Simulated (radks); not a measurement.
Effect of the nuclear size on the cerium ion Ce+, [Xe] 4f1 5d2. All-electron calculation, Dirac Kohn-Sham, BLYP, spin-unpolarised, spherical densities, finite nucleus; open shells are shared between the two j in proportion to 2j + 1; Fermi nuclear charge, rms radius 4.8771 fm. Program: a radial shooting solver on a logarithmic mesh with Libxc functionals. The rms radius is varied about that value; shifts are against it.

| rms radius (fm) | total energy shift (eV) | density at nucleus (e/bohr^3) | 1s1/2 shift (meV) | 2s1/2 shift (meV) | 5s1/2 shift (meV) | 5p1/2 shift (meV) | 6s1/2 (empty) shift (meV) |
|---|---|---|---|---|---|---|---|
| 4.1163 | -3.02 | 3.968e+05 | -1260 | -154 | -1.24 | 0.059 | -0.158 |
| 4.4967 | -1.56 | 3.896e+05 | -649 | -79.4 | -0.640 | 0.031 | -0.082 |
| 4.8771 | 0 | 3.831e+05 | 0.000 | 0.000 | 0.000 | 0.000 | 0.000 |
| 5.199 | 1.40 | 3.78e+05 | 582 | 71.1 | 0.574 | -0.027 | 0.073 |
| 5.7111 | 3.77 | 3.707e+05 | 1570 | 192 | 1.55 | -0.074 | 0.198 |

Slopes of the eigenvalues against <r^2> in GHz/fm^2, as finite differences over the two radii next to the reference (eigenvalue slopes, not the field-shift constants of lines): 1s1/2 43700, 2s1/2 5340, 5s1/2 43.1, 5p1/2 -2.06, 6s1/2 (empty) 5.51.
